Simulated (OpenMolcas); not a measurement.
## Co2+: moving or changing the point charges

Co2+ among 3 point charges of -1.5 e arranged as a planar triangle (D3h), 2.04 Å from the ion.
```
   2.0400    0.0000    0.0000  -1.50
  -1.0200    1.7667    0.0000  -1.50
  -1.0200   -1.7667    0.0000  -1.50
```

| Item | Value |
| --- | --- |
| Program | OpenMolcas 26.06 |
| Method | CASSCF |
| Basis | ANO-RCC-VDZP [5s4p2d1f] |
| Scalar Hamiltonian | DKH2, point nucleus |
| Active space | 7 electrons in 5 orbitals (3d) |
| State averaging | 2S+1 = 4 even, 10 roots; 2S+1 = 2 even, 40 roots |
| Spin-orbit coupling | RASSI with atomic mean-field integrals over the reference wave functions |

Runs around this geometry, states (labels of D3, the rotations of D3h). Energies in cm-1 above the lowest state or level, χT in cm3 K/mol.

```csv
R (Å),q (e),Ground state,First state of that spin,First gap with spin-orbit (degeneracies),χT at 300 K,First state of another spin
2.04,-0.75,4A2,4E 452.5,"149.9 (2, 2)",4.972,2E 18880
1.88,-1.5,4A2,4E 559.7,"169.5 (2, 2)",4.570,2E 18996
2.04,-1.5,4A2,4E 559.9,"167.8 (2, 2)",4.670,2E 18963
2.22,-1.5,4A2,4E 488.8,"160.1 (2, 2)",4.823,2E 18903
```

Scaling the charges by -0.75 / -1.5 = 0.50 scales the first state of the same spin by 452.5 / 559.9 = 0.81; with fixed orbitals a first-order splitting would follow the charge.

Without dynamic correlation the repulsion within the d shell is too large (B by tens of per cent), so at a given field states of lower spin stand too high. Spin-orbit coupling mixes the spin-free states strongly: the lowest level takes only 65 % from its leading state, 4A2 (figures for R = 2.04, q = -0.75; the like holds for R = 1.88, q = -1.5, R = 2.04, q = -1.5, R = 2.22, q = -1.5). The ground term spreads over less than 5000 cm-1, several times less than with real ligands, so orbital moments are less quenched and χT lies further from the spin-only value than at real sites (holds for R = 2.04, q = -0.75; R = 2.04, q = -1.5; R = 2.22, q = -1.5). Point charges carry no covalency, so the field is a model and not that of real ligands. A group larger than the point group allows holds several states that coincide in this model. No measured value stands beside these numbers.
